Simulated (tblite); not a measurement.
Compound: C4H11F3Si3.
SMILES with atom numbers: `[CH3:1][SiH2:2][SiH2:3]/[C:4](=[CH:5]/[F:6])[SiH2:7][CH:8]([F:9])[F:10]` (hydrogens: H11, H12, H13 on C1; H14, H15 on Si2; H16, H17 on Si3; H18 on C5; H19, H20 on Si7; H21 on C8)

Computed with GFN2-xTB (tblite), gas phase: L-BFGS steps from a force-field or distance-geometry start until the largest atomic force falls under 0.01 eV/Å.

Geometry at step 17:
```
atom  x, y, z in Å
C1      3.6468    0.4242    0.7788
Si2     1.9268   -0.3700    0.9984
Si3     0.6643    0.4617   -0.7526
C4     -0.9051   -0.5860   -1.0296
C5     -0.7573   -1.8288   -1.4587
F6     -1.7870   -2.6753   -1.6804
Si7    -2.6452    0.0769   -0.7616
C8     -2.7492    0.9390    0.9761
F9     -2.4444    2.2646    0.8931
F10    -1.8507    0.4022    1.8542
H11     4.0786    0.1516   -0.1823
H12     3.5640    1.5086    0.8006
H13     4.3577    0.1313    1.5474
H14     2.0791   -1.8358    0.9712
H15     1.4251   -0.0736    2.3429
H16     1.3596    0.4569   -2.0514
H17     0.2082    1.8437   -0.5989
H18     0.1807   -2.3201   -1.6731
H19    -3.6665   -0.9692   -0.7111
H20    -2.9610    1.1369   -1.7212
H21    -3.7334    0.8781    1.4576
```

**Question.** What forces act on the atoms?

**Answer.** 
| atom | Fx (eV/Å) | Fy (eV/Å) | Fz (eV/Å) |
| --- | --- | --- | --- |
| C1 | -0.013 | -0.026 | -0.007 |
| Si2 | 0.150 | -0.004 | 0.067 |
| Si3 | -0.116 | -0.039 | -0.004 |
| C4 | -0.087 | -0.016 | -0.024 |
| C5 | 0.042 | 0.025 | 0.045 |
| F6 | -0.004 | 0.053 | -0.011 |
| Si7 | -0.073 | 0.004 | -0.025 |
| C8 | 0.039 | -0.025 | -0.013 |
| F9 | 0.077 | -0.001 | -0.006 |
| F10 | 0.051 | 0.019 | 0.009 |
| H11 | -0.013 | 0.015 | 0.042 |
| H12 | 0.042 | -0.031 | 0.017 |
| H13 | -0.084 | -0.004 | -0.005 |
| H14 | 0.018 | -0.013 | -0.059 |
| H15 | -0.016 | 0.068 | 0.010 |
| H16 | 0.021 | -0.041 | -0.042 |
| H17 | -0.066 | 0.069 | 0.023 |
| H18 | 0.066 | -0.034 | -0.015 |
| H19 | -0.002 | 0.005 | -0.016 |
| H20 | -0.007 | -0.018 | 0.000 |
| H21 | -0.025 | -0.009 | 0.012 |

The largest, 0.16 eV/Å, acts on Si2; the rms over all components is 0.043 eV/Å. The forces sum to zero within rounding, as they must for an isolated molecule in no field.

**Question.** Give the force on Si2 in Eh/bohr and in nN.

**Answer.** 0.164 eV/Å ÷ 51.422 = 0.00320 Eh/bohr, and 0.164 eV/Å × 1.602 = 0.26 nN.

**Question.** How far is this geometry from the end of the optimisation?

**Answer.** 0.102 eV above it, and 0.687 Å rms away after alignment. The bonds farthest from their final lengths, with half the difference of the two atoms' forces along the bond (positive lengthens):

```tsv
bond	now (Å)	final (Å)	force along bond (eV/Å)
Si2–Si3	2.313	2.324	+0.09
Si3–H17	1.463	1.469	+0.04
Si7–C8	1.943	1.938	0.00
C1–Si2	1.907	1.903	-0.07
C8–F9	1.363	1.366	+0.02
Si3–H16	1.473	1.476	+0.05
```

The angle farthest from its final value is H14–Si2–H15, 104.7° against 108.0°.

The cost below is that of the whole relaxation. Time: 2.7 s wall. Hardware: one thread of an Arm Neoverse V1, no GPU, on a shared host.
